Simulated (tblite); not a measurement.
Species: C₃H₁₁PSi.
Atom-mapped SMILES: `[CH3:1][Si:2]([CH3:3])([CH3:4])[PH2:5]` (hydrogens: H6, H7, H8 on C1; H9, H10, H11 on C3; H12, H13, H14 on C4; H15, H16 on P5)

All values are computed: GFN2-xTB (tblite) harmonic vibrations without scaling, gas phase. This tight-binding method is rough: wavenumbers can miss measured ones by several per cent, in bad cases by 10 to 20. Modes of hydrogen on phosphorus can be 10 to 20 % off.

Harmonic wavenumbers (cm⁻¹): 65.2, 91.4, 101.8, 103.7, 127.0, 127.7, 179.4, 181.8, 182.1, 428.8, 641.4, 670.7, 671.3, 728.6, 735.9, 772.2, 790.5, 795.4, 849.3, 852.2, 855.9, 1150.1, 1362.9, 1365.9, 1368.8, 1476.0, 1479.4, 1480.5, 1481.9, 1483.2, 1486.3, 2290.2, 2377.5, 3035.7, 3036.6, 3038.0, 3038.8, 3040.8, 3042.1, 3044.4, 3045.5, 3047.8.

A = 2986, B = 1952, C = 1946 MHz; mass 106.037 u (most abundant isotopes); point group Cs, symmetry number 1.

What is the zero-point energy?

½Σν̃ = 28062 cm⁻¹ = 80.23 kcal/mol.

Give the ideal-gas entropy at 273.15 K and 1 bar in the rigid-rotor, harmonic-oscillator model (classical rotation).

Translation 39.48, rotation 27.48, vibration 29.13: S = 96.1 cal/(mol K).

And Cp and H(273.15 K) − H(0)?

Cp = 33.86 cal/(mol K), of which vibrations give 25.91 (their classical limit is 42 R = 83.5); H(273.15 K) − H(0) = 6.23 kcal/mol without the zero-point energy, 4.06 from vibrations.

Blend soft modes into free rotors: weight 1/[1 + (100 cm⁻¹/ν̃)⁴] for the oscillator and the rest for a rotor with moment μB/(μ + B), μ = h/(8π²ν), B = 10⁻⁴⁴ kg m². What vibrational entropy results?

27.37 cal/(mol K) in place of 29.13, which changes −T·S at 273.15 K by +0.48 kcal/mol.

What must be added to the electronic energy to get the Gibbs energy at 273.15 K and 1 bar?

ZPE + [H(273.15 K) − H(0)] − T·S = 80.23 + 6.23 − 26.25 = 60.21 kcal/mol.

How do the functions run with temperature in this model?

```tsv
T (K)	S (cal/(mol K))	Cp (cal/(mol K))	H − H(0) (kcal/mol)	G − H(0) (kcal/mol)	ln q(vib)
150	78.8	25.1	2.62	-9.19	3.54
250	93.2	32.1	5.47	-17.82	6.53
298.15	99.1	35.7	7.10	-22.45	7.85
400	110.6	42.7	11.10	-33.14	10.48
600	130.1	53.6	20.78	-57.27	15.19
900	154.1	64.9	38.67	-100.04	21.47
```

q(vib) and H(0) count from the zero-point level.

Which modes carry the vibrational entropy at 273.15 K?

65.2 cm⁻¹: 4.12; 91.4 cm⁻¹: 3.46; 101.8 cm⁻¹: 3.25; 103.7 cm⁻¹: 3.21; 127.0 cm⁻¹: 2.82; 127.7 cm⁻¹: 2.81 cal/(mol K); the other 36 give 9.45 together.

Hindered rotation and anharmonicity are outside this model.

Shape of the structure used: `[CH3:1][Si:2]([CH3:3])([CH3:4])[PH2:5]`: H–P5–Si2–C1 46°, H–P5–Si2–C1 -47°.
